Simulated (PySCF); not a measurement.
**A small calculation by hand: entropy of an ideal gas**

CHO2, SMILES [O]C=O, multiplicity 2.

Geometry: PBE-D3(BJ)/def2-TZVP. The isomer is the one that the SMILES or the coordinates give; other isomers of the formula were not compared.

PBE-D3(BJ)/def2-TZVP in PySCF gives the harmonic wavenumbers 658, 782, 815, 1176, 1698, 2288 cm⁻¹ and the rotational temperatures 7.4603, 0.5489, 0.5113 K. The molar mass is 45.02 g/mol, the symmetry number 2, the spin multiplicity 2.

### Question
Work out the entropy at 298.15 K and 1 atm in the rigid-rotor, harmonic-oscillator model.

### Answer

Translation (Sackur–Tetrode at 1 atm): S = R[1.5 ln M + 2.5 ln T − 1.16487] = 156.2 J/(mol K).
Rotation: q = (√π/σ) T^1.5/√(θA θB θC) = 3150, S = R[ln q + 3/2] = 79.5 J/(mol K).
Vibration: with u = 1.4388 ν/T, each mode gives R[u/(e^u − 1) − ln(1 − e^−u)]:
```
ν (cm⁻¹)  modes     u  S (J/(mol K))
--------  -----  ----  -------------
658           1  3.18           1.51
782           1  3.77           0.93
815           1  3.93           0.82
1176          1  5.68           0.19
1698          1  8.19           0.02
```
The stiffer modes add less than 0.005 each. Sum 3.5 J/(mol K).
Spin: R ln 2 = 5.8 J/(mol K).
Total 244.9 J/(mol K); the program's own thermochemistry gives 244.9. Translation makes up 64 % and vibration 1 %. Anharmonicity, hindered rotation and orbital degeneracy are left out.
